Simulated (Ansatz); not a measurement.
A made-up structure of CHOSe, doublet:

O1  (0.619, 0.311, 1.134)
C2  (0.155, -0.088, 0.111)
Se3  (1.375, 1.359, 2.472)
H4  (0.494, -1.005, -0.408)
(Å)

It is relaxed with PBE-D4/def2-SVP and then PBE0-D4/def2-TZVP (Ansatz 0.2.0). Atoms count as bonded within 1.22 times the sum of their covalent radii (H–H: 0.88 Å). The end point is not checked to be a true minimum.

Q: Does its bonding change? (Judge from chemistry; the calculation decides.)

A: The calculation gives: No: no bond forms or breaks.

Where it ends: The first stage lowers the energy by 0.27 eV in 7 steps. It ends as CHOSe ([CH][O][Se]):
| atom | x (Å) | y (Å) | z (Å) |
| --- | --- | --- | --- |
| O1 | 0.9156 | 0.1872 | 1.0787 |
| C2 | 0.1499 | -0.0812 | 0.1936 |
| Se3 | 1.2155 | 1.4300 | 2.4835 |
| H4 | 0.3620 | -0.9586 | -0.4470 |

Labels in which every atom is bracketed show which atoms are joined, not bond orders.

For scale, one of the runs: PBE0-D4/def2-TZVP relaxation, 116 basis functions, launched by `ansatz run in.yaml --threads 2 --pin off --events-out ev --progress --plain --max-ram 4352MiB`. The run took about 23 s on 2 CPU threads of an Intel Xeon Platinum 8488C (shared host).
